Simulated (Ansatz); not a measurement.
System: MoO₃ (charge 0, singlet). 
Geometry from a B3LYP-D3(BJ)/def2-TZVP (Ansatz, a program for electronic structure) optimisation:
```xyz
4

Mo     0.1150    -0.0934    -0.1301
O     -1.3111    -1.0045     0.0855
O     -0.2554     1.4536    -0.7464
O      0.9630     0.0413     1.3440
```
Charge 0, spin multiplicity 1.

Basis-set convergence of Hartree-Fock and MP2 correlation energies (hartree) with Ansatz. Cores are frozen in the correlated levels unless marked. No spin-orbit coupling. The frozen core is the preceding noble-gas configuration, with the filled d and f shells of earlier blocks. Past Kr the def2 sets carry scalar-relativistic core potentials.

The Hartree-Fock reference is unstable (checked in the largest basis), which strains HF and MP2. The T1 diagnostic of CCSD in the largest basis is 0.034, which is high, so the coupled-cluster rows are less sure than usual.

| basis | functions | E(HF) | E(corr, MP2) |
|---|---|---|---|
| def2-SVPD | 103 | -291.87581 | -0.92369 |
| def2-TZVPPD | 176 | (withheld) | (withheld) |

### Question
Some entries are withheld; supply them.

### Answer

- def2-TZVPPD, E(HF): -292.17996
- def2-TZVPPD, E(corr, MP2): -1.07546
